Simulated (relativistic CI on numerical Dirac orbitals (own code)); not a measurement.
**Transition arrays of Cs17+**

These numbers are calculated, not measured: Dirac-Coulomb-Breit CI, KLI orbitals optimised for each configuration, a model potential for QED, valence Slater integrals scaled by 0.9, whole transition arrays (own radial code, finite nucleus).

Configurations in the expansion (outside the closed core [Ar] 3d10 4s2): 4p6.4d2, 4p6.4d.4f, 4p5.4d3, 4p6.4d.5p, 4p6.4d.5f. Levels of other configurations are missing.

All E1 lines from the levels of 4p6.4d2; mean and standard deviation are weighted by gf, and upper levels are sorted by their leading configuration.

| Upper configuration | Lines | Σgf | Mean (eV) | Mean (nm) | σ (eV) | Strongest line (nm) |
| --- | --- | --- | --- | --- | --- | --- |
| 4p6.4d.4f | 27 | 77.0 | 122.44 | 10.126 | 2.03 | 10.021 |
| 4p5.4d3 | 520 | 204.6 | 121.47 | 10.207 | 6.61 | 9.993 |
| 4p6.4d.5p | 60 | 9.9 | 159.44 | 7.776 | 2.23 | 7.746 |
| 4p6.4d.5f | 81 | 8.5 | 239.57 | 5.175 | 2.06 | 5.190 |

Σgf per state of the lower configuration in bins of 0.2 nm over the central range (centre: value): 5.1: 0.14, 5.3: 0.05, 7.7: 0.15, 7.9: 0.06, 9.7: 0.15, 9.9: 1.43, 10.1: 3.51, 10.3: 0.70, 10.5: 0.08, 12.1: 0.04.

(1) How do configuration mixing and the scaling of the Slater integrals move the arrays?

Answers

(1) Slater scale 0.9, no configuration mixing: 4p6.4d.4f 110.6 ± 3.7 eV (Σgf 69.9), 4p5.4d3 115.6 ± 8.8 eV (Σgf 191.6), 4p6.4d.5p 159.5 ± 2.2 eV (Σgf 11.7), 4p6.4d.5f 239.5 ± 2.1 eV (Σgf 10.2); Slater scale 1: 4p6.4d.4f 124.5 ± 2.0 eV (Σgf 77.1), 4p5.4d3 123.9 ± 6.6 eV (Σgf 210.3), 4p6.4d.5p 159.4 ± 2.4 eV (Σgf 9.6), 4p6.4d.5f 239.6 ± 2.2 eV (Σgf 8.4); Slater scale 0.8: 4p6.4d.4f 120.5 ± 1.8 eV (Σgf 72.2), 4p5.4d3 119.0 ± 6.6 eV (Σgf 203.6), 4p6.4d.5p 159.4 ± 2.1 eV (Σgf 10.2), 4p6.4d.5f 239.5 ± 1.9 eV (Σgf 8.7). With mixing, levels are counted to their leading configuration, so an array can shrink or vanish into another, and the sums then hold other lines.
